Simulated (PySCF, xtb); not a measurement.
furan-2-ylsilane (C4H6OSi), SMILES [SiH3]c1ccco1.

Harmonic wavenumbers (cm⁻¹) from GFN2-xTB run with xtb 6.7.1 at its own minimum, in rising order: 47, 157, 181, 461, 526, 551, 586, 633, 766, 772, 784, 793, 823, 848, 860, 910, 1041, 1095, 1117, 1186, 1215, 1364, 1440, 1556, 2253, 2262, 2275, 3159, 3174, 3185.

Problem. What does ωB97X-D3(BJ)/def2-SVP (PySCF) give at its own minimum? (The exact figures need the calculation; the answer reports its results.)

Solution. 100, 166, 192, 455, 602, 620, 663, 732, 785, 873, 915, 930, 931, 953, 954, 974, 1031, 1118, 1185, 1235, 1258, 1433, 1541, 1647, 2261, 2264, 2270, 3273, 3284, 3304. Paired by order, the mean absolute difference is 66 cm⁻¹ and the zero-point energies are 51.5 and 54.3 kcal/mol.
